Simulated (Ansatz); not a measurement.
The Ge1–H2 bond of ClGeH (SMILES [Cl][GeH]) is stretched (multiplicity 1, the rest rigid).
Geometry at rest (charge 0, multiplicity 1):
| atom | x (Å) | y (Å) | z (Å) |
|---|---|---|---|
| Ge | 0.5286 | -0.1625 | 0.5049 |
| H | 1.6204 | -0.3833 | -0.6516 |
| Cl | -1.0904 | 0.3284 | -0.9121 |

Frozen-core correlation. Filled d and f shells under p-block atoms count as core.

Programs: Ansatz (Gaussian basis) for Hartree–Fock, density functionals and correlated methods. Values without a source in brackets are computed.

FIC-MRCISD+Q on CASSCF(2,2)/def2-TZVPP, total energies (hartree):

```csv
R (Å),CASSCF,MRCISD,weight c² of the reference
1.606,-2535.492687,-2535.767432,0.89395
2.810,-2535.418125,-2535.684777,0.89383
5.138,-2535.394324,-2535.657938,0.89470
```

### Question
Add the Davidson correction (E_MRCISD − E_CASSCF)(1 − c²)/c² and give the energies above the first point at the three levels.

### Answer

Corrections (hartree): -0.032594, -0.031673, -0.031026. Above the first point (kcal/mol):
- R = 2.810 Å: CASSCF 46.8, MRCISD 51.9, with the correction 52.4
- R = 5.138 Å: CASSCF 61.7, MRCISD 68.7, with the correction 69.7

Ansatz is an electronic-structure program.
